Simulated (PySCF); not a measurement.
Optical rotation: `C#C[C@H]1SBS[C@H]1F`, C4H4BFS2

Cartesian coordinates in Å; atom numbers follow the order of the lines, from 1:
```xyz
12

C     2.588   -1.047   -0.485
C     1.641   -0.384   -0.174
C     0.466    0.378    0.166
S    -0.285    1.162   -1.355
B    -1.946    1.152   -0.758
S    -2.227    0.326    0.798
C    -0.581   -0.489    0.861
F    -0.684   -1.711    0.260
H     3.432   -1.613   -0.742
H     0.729    1.215    0.821
H    -2.807    1.683   -1.328
H    -0.324   -0.672    1.910
```

Computed with TDDFT PBE0/def2-SVPD circular dichroism and optical rotation, one conformer, gas phase in PySCF. Geometry: GFN2-xTB.

Singlets 13 and 14 lie within 0.01 eV of each other, so their separate moments and overlaps can depend on how they mix.

Stereocentres: C3 R, C7 R.

Task: Give the optical rotatory dispersion at 633, 589.3, 546, 436, 405, 365, 355 nm.

Result: [α] in deg dm⁻¹ (g/mL)⁻¹:
```tsv
λ (nm)	origin-invariant length gauge	modified velocity gauge	length gauge (centre of mass)	isotropic polarisability (au)
633	+13.9	-8.1	+17.2	99.9
589.3	+17.2	-8.7	+21.0	100.4
546	+21.8	-9.2	+26.4	101.1
436	+47.9	-6.7	+56.2	103.8
405	+64.4	-2.4	+74.8	105.0
365	+102.3	+11.4	+116.9	107.4
355	+117.0	+17.7	+133.1	108.1
```

Where the gauges differ in sign the basis doesn't settle the rotation.

The first excitation lies at 5.35 eV (232 nm) with R = -14.7 × 10⁻⁴⁰ esu² cm² (velocity form).
